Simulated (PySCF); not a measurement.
Vertical excitations of a molecule C2H9NOSi from TDA-PBE/def2-SVPD in PySCF 2.14.0, as energy in eV (oscillator strength): 6.00 (0.049), 6.26 (0.012), 6.48 (0.029), 6.65 (0.006), 6.69 (0.017), 6.94 (0.004), 7.24 (0.001), 7.35 (0.014), 7.61 (0.076), 7.72 (0.010). Lowest triplet (TDA): 5.78 eV. Geometry: PBE0-D3(BJ)/def2-SVP. One conformer was computed; it need not be the lowest.

Pick the molecule that these values belong to.
A. CC[Si@@H](N)O
B. C[Si@H](O)CN
C. C[Si](C)(N)O
D. CO[Si@H](C)N

A, CC[Si@@H](N)O
